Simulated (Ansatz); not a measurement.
The cluster Cu₃F₄: single points at one geometry.

```yaml
crystal:
  periodic: [false, false, false]
  atoms:
    - {symbol: Cu, position_ang: [-0.470704, -0.641913, -1.333398]}
    - {symbol: Cu, position_ang: [1.318088, -0.139796, 0.316985]}
    - {symbol: Cu, position_ang: [-0.945920, 0.647388, 0.737197]}
    - {symbol: F, position_ang: [-1.959832, 0.395408, -0.895670]}
    - {symbol: F, position_ang: [0.754917, 1.667141, 0.517618]}
    - {symbol: F, position_ang: [1.232592, -1.387104, -1.164454]}
    - {symbol: F, position_ang: [0.070860, -0.541125, 1.821712]}
basis:
  gaussian: {orbitals: def2-TZVP, initial_orbitals: start.molden}
magnetization: {spin_polarized: true, initial_magnetization: 1}
hamiltonian: {xc: pbe, dispersion: d4}
scf: {omitted_lower_state_checks: [starts]}
output: {forces: true, orbitals: {seedname: orbitals}}
```

The file start.molden holds the orbitals of an earlier run on this structure, at another level or in another basis.

```sh
$ ansatz run in.yaml --threads 4 --pin off --events-out ev --progress --plain --max-ram 4787MiB
```

Output, abridged:

```
Functional definition: PBE
1983 factors; their error is unknown
mean field evaluation 1: about -144768.8243 eV, gradient 1.2e1 eV
mean field evaluation 2: about -144769.2819 eV, gradient 6.4e-1 eV
mean field evaluation 4: about -144769.2962 eV, gradient 1.3e-3 eV
mean field evaluation 8: about -144769.2134 eV, gradient 2.4e-5 eV
mean field evaluation 16: about -144769.2134 eV, gradient 1.5e-5 eV
mean field -144769.21344186 eV, -5320.1704658910 hartree, gradient 3.9e-6 eV, S^2 0.751925; 0 other end points of the search recorded, 0 dependent functions left out
reference -144769.21350622 eV, -5320.1704682564 hartree; 62, 61 occupied and 197, 198 virtual orbitals, 1983 factors
Total energy: -144769.45806952 eV, -5320.1794557918 hartree
Atom 0 at    -0.470704    -0.641913    -1.333398 Å, force    -0.120653    -0.164230    -0.341399 eV/Å
Atom 1 at     1.318088    -0.139796     0.316985 Å, force     0.548492     0.023323     0.008486 eV/Å
Atom 2 at    -0.945920     0.647388     0.737197 Å, force    -0.437253     0.128243     0.306205 eV/Å
Atom 3 at    -1.959832     0.395408    -0.895670 Å, force    -0.429469     0.127665    -0.257576 eV/Å
Atom 4 at     0.754917     1.667141     0.517618 Å, force     0.235877     0.478983     0.051916 eV/Å
Atom 5 at     1.232592    -1.387104    -1.164454 Å, force     0.248673    -0.374559    -0.255054 eV/Å
Atom 6 at     0.070860    -0.541125     1.821712 Å, force    -0.045667    -0.219426     0.487423 eV/Å
Dipole moment:    -0.029598    -0.040376    -0.083990 e Å
Checks for a lower state left out: starts
```

It took 13 s on 4 threads of Arm Neoverse V2 on a shared host, peak host memory 0.58 GiB.

As the first input, with `hamiltonian: {xc: r2scan, dispersion: d4}`, `output: {orbitals: {seedname: orbitals}}` (abridged; 19 s):

```
Functional definition: r2SCAN
mean field -144794.20233107 eV, -5321.0887906315 hartree, gradient 1.3e-5 eV, S^2 0.754375
Total energy: -144794.25465912 eV, -5321.0907136518 hartree
Checks for a lower state left out: starts
```

As the first input, with `hamiltonian: {xc: pbe0, dispersion: d4}`, `output: {orbitals: {seedname: orbitals}}` (abridged; 24 s):

```
Functional definition: PBE0
mean field -144768.13379165 eV, -5320.1307894778 hartree, gradient 2.2e-5 eV, S^2 0.762627
Total energy: -144768.34069530 eV, -5320.1383930465 hartree
Checks for a lower state left out: starts
```

The first input with `hamiltonian: {xc: {name: r2SCANh}, dispersion: d4}`, `output: {orbitals: {seedname: orbitals}}` (abridged; 26 s):

```
Functional definition: r2SCANh
the host lacks memory for fits, so the integrals are decomposed
mean field -144791.49064625 eV, -5320.9891380524 hartree, gradient 2.7e-5 eV, S^2 0.758099
Total energy: -144791.54830511 eV, -5320.9912569762 hartree
Checks for a lower state left out: starts
```

As the first input, with `correlation: {method: mp2, frozen_orbitals: {Cu: 9, F: 1}}`, `output: {orbitals: {seedname: orbitals}}` and without the key `hamiltonian` (abridged; 31 s):

```
Functional definition: HF
mean field -144625.28901605 eV, -5314.8813407982 hartree, gradient 1.4e-6 eV, S^2 0.752664
31 core orbitals not correlated: weight in the atoms' cores, before any rotation towards them, 1.000 or more for the frozen orbitals, at most 0.000 for the correlated occupied ones
second order -60.76386649 eV of doubles, -0.00000000 eV of singles
Total energy: -144686.05288254 eV, -5317.1143717045 hartree
Checks for a lower state left out: starts
```

Geometry: r2SCAN-D4/def2-SVP.

Correlated methods freeze 31 core orbitals. The structure comes from a short search, and lower isomers may exist.
